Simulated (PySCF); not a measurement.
Molecule: C2H6Cl3NSi (charge 0, singlet). SMILES: [Si](Cl)(Cl)(Cl)N(C)C
Structure (B3LYP-D3(BJ)/def2-TZVP (Ansatz) minimum search):
```xyz
13

C     -2.4456    -0.6024    -0.4403
N     -1.3750     0.3845    -0.3674
C     -1.8641     1.7425    -0.1626
Si     0.2140    -0.0531     0.0004
Cl     0.5426    -0.3724     2.0088
Cl     1.5007     1.4280    -0.5804
Cl     0.7023    -1.7917    -0.9617
H     -3.1244    -0.3498    -1.2599
H     -3.0271    -0.6339     0.4884
H     -2.0442    -1.5955    -0.6292
H     -2.5370     2.0189    -0.9794
H     -2.4153     1.8333     0.7806
H     -1.0403     2.4527    -0.1498
```
Charge 0, spin multiplicity 1.

Dispersion corrections to the total energy (kcal/mol) from the dftd3 and dftd4 libraries through PySCF: D3(BJ) without and D4 with the three-body term, each with the damping fitted for the functional named.

```
functional  D3(BJ)      D4
----------  ------  ------
B3LYP          [?]  -17.57
PW6B95       -6.29   -8.76
B2PLYP       -9.29   -7.70
TPSSh       -12.76     [?]
HSE06        -7.93   -8.82
r2SCAN       -3.15   -2.77
HF          -68.22     [?]
```

**Question.** Some entries are withheld; supply them.

**Answer.** 
- B3LYP, D3(BJ): -18.83
- TPSSh, D4: -13.40
- HF, D4: -34.56
